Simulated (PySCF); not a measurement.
## SMILES C=C[C@@H]1OC[C@H]1CC, C7H12O

Geometry:
```tsv
atom	x (Å)	y (Å)	z (Å)
C1	3.058	0.970	-0.282
C2	2.272	0.081	0.297
C3	0.870	0.358	0.722
O4	0.473	-0.338	1.914
C5	-0.610	-0.993	1.255
C6	-0.231	-0.364	-0.091
C7	-1.268	0.514	-0.771
C8	-2.360	-0.320	-1.432
H9	2.734	1.983	-0.460
H10	4.054	0.723	-0.605
H11	2.606	-0.931	0.476
H12	0.700	1.437	0.823
H13	-1.576	-0.672	1.658
H14	-0.530	-2.081	1.323
H15	0.180	-1.083	-0.803
H16	-1.713	1.186	-0.034
H17	-0.767	1.126	-1.525
H18	-1.935	-0.963	-2.200
H19	-3.102	0.325	-1.895
H20	-2.858	-0.948	-0.697
```

Theory: TDDFT wB97X-D/def2-SVPD circular dichroism and optical rotation, one conformer, gas phase in PySCF. Geometry: GFN2-xTB.

The molecule is flexible and this is one conformer; a measurement averages over conformers.

Q: Draw the ECD and absorption spectra from the lowest 16 states, each a Gaussian of half-width 0.3 eV at 1/e height.

A: 
```tsv
E (eV)	λ (nm)	Δε (L mol⁻¹ cm⁻¹)	ε (L mol⁻¹ cm⁻¹)
6.06	205	+0.34	102
6.21	200	+1.39	421
6.36	195	+3.49	1060
6.51	191	+5.46	1690
6.66	186	+6.27	2220
6.81	182	+9.50	4430
6.96	178	+20.89	10700
7.11	174	+37.17	18400
7.26	171	+46.11	20000
7.41	167	+43.97	14200
7.56	164	+35.10	8200
7.71	161	+19.34	5480
7.86	158	-2.41	4690
8.01	155	-24.93	4890
8.16	152	-43.83	5580
8.31	149	-48.13	5850
8.46	147	-22.27	5380
8.61	144	+19.51	4790
8.76	142	+38.53	4530
8.91	139	+23.67	4210
```
Δε uses R in velocity form, ε uses f in length form. Only the states computed contribute, so the short-wavelength end is incomplete.
